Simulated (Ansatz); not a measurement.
A nudged elastic band was laid between two geometries of AlClH3NO (7 atoms, charge 0, multiplicity 1).

Level of theory: Ansatz 0.2.0, RKS PBE-D4/def2-SVP.

- movable images: 9
- climbing image: yes
- spring: 5.0 eV/Å²
- optimiser: quadratic models (default)
- start path: through a guess of the saddle point
- force threshold: 0.05 eV/Å
- iteration limit: 60
- end points: relaxed

First end point:

```xyz
7
Properties=species:S:1:pos:R:3
N -0.558 1.105 0.069
Al -0.083 -0.587 -0.164
O 1.466 -1.234 0.165
Cl -1.517 -1.941 -0.907
H 0.034 1.860 0.419
H -1.495 1.457 -0.137
H 2.215 -0.727 0.510
```

Last end point:

```xyz
7
Properties=species:S:1:pos:R:3
N -0.649 1.199 0.062
Al 0.001 -0.436 -0.104
O 1.632 -0.722 0.331
Cl -1.247 -1.983 -0.833
H -0.116 2.000 0.405
H -1.605 1.472 -0.170
H 2.044 -1.597 0.262
```

Problem. Which bonds break or form, and what moves?

Solution. No bond is made or broken. The height of N1 over the plane of its neighbours goes from 0.00 to 0.00 Å.

Problem. Give the energies along the band, and the barrier.

Solution. It converged. The highest image is number 6 of 0 to 10, 0.9 kcal/mol above the first end and 2.6 kcal/mol above the last; the last end lies 1.7 kcal/mol below the first. A vibrational analysis at the climbing image gives one clearly imaginary mode, 256i cm⁻¹: a first-order saddle point.

```json
{"image": "0", "path coordinate (Å)": "0.00", "energy (kcal/mol)": "0.0", "height of N1 over the plane of its neighbours (Å)": "0.00"}
{"image": "1", "path coordinate (Å)": "0.12", "energy (kcal/mol)": "0.0", "height of N1 over the plane of its neighbours (Å)": "0.01"}
{"image": "2", "path coordinate (Å)": "0.24", "energy (kcal/mol)": "0.2", "height of N1 over the plane of its neighbours (Å)": "0.02"}
{"image": "3", "path coordinate (Å)": "0.36", "energy (kcal/mol)": "0.4", "height of N1 over the plane of its neighbours (Å)": "0.03"}
{"image": "4", "path coordinate (Å)": "0.48", "energy (kcal/mol)": "0.6", "height of N1 over the plane of its neighbours (Å)": "0.03"}
{"image": "5", "path coordinate (Å)": "0.60", "energy (kcal/mol)": "0.9", "height of N1 over the plane of its neighbours (Å)": "0.03"}
{"image": "6", "path coordinate (Å)": "0.72", "energy (kcal/mol)": "0.9", "height of N1 over the plane of its neighbours (Å)": "0.02"}
{"image": "7", "path coordinate (Å)": "0.96", "energy (kcal/mol)": "0.5", "height of N1 over the plane of its neighbours (Å)": "0.02"}
{"image": "8", "path coordinate (Å)": "1.21", "energy (kcal/mol)": "-0.4", "height of N1 over the plane of its neighbours (Å)": "0.01"}
{"image": "9", "path coordinate (Å)": "1.45", "energy (kcal/mol)": "-1.3", "height of N1 over the plane of its neighbours (Å)": "0.00"}
{"image": "10", "path coordinate (Å)": "1.69", "energy (kcal/mol)": "-1.7", "height of N1 over the plane of its neighbours (Å)": "0.00"}
```

Problem. What is the geometry of the highest image?

Solution. 
```xyz
7
Properties=species:S:1:pos:R:3
N -0.598 1.135 0.066
Al -0.039 -0.524 -0.198
O 1.609 -0.974 -0.118
Cl -1.489 -1.968 -0.725
H 0.013 1.932 0.250
H -1.572 1.434 -0.003
H 2.137 -1.102 0.682
```

Problem. What are the harmonic wavenumbers there?

Solution. 256i, 174, 212, 229, 353, 366, 458, 481, 645, 794, 915, 1468, 3511, 3607, 3853 cm⁻¹.

The band took 12 iterations and of the order of 4 core-minutes.

Time of the run: 4 min on 1 thread of Arm Neoverse V1, on a shared host, peak memory 0.14 GiB.
